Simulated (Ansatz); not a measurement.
Cartesian coordinates in Å:
```
B -0.137 1.093 -2.757
C 0.418 0.670 -1.373
C -0.550 0.542 -0.234
C -0.518 -0.425 0.647
N -0.541 -1.380 1.398
C 0.154 -1.399 2.670
H 0.562 0.995 -3.725
H -1.217 1.598 -2.869
H 1.084 -0.195 -1.438
H 1.118 1.516 -1.192
H -1.348 1.272 -0.141
H 0.696 -0.471 2.877
H -0.574 -1.579 3.463
H 0.853 -2.237 2.674
```

Charge 0, multiplicity 1.

Question: List the r2SCAN/def2-TZVPP orbital energies in eV (Ansatz 0.2.0). (Estimate.)

Answer: The calculation gave: Occupied: -385.77, -274.28, -273.99, -273.12, -273.08, -180.46, -24.70, -20.58, -18.67, -17.25, -13.26, -12.69, -12.11, -11.47, -11.32, -10.85, -10.11, -8.80, -8.33, -8.16, -7.61, -5.26. Lowest empty: -1.92, -0.61, 0.32, 1.39, 1.94, 2.36, 2.70, 3.03.
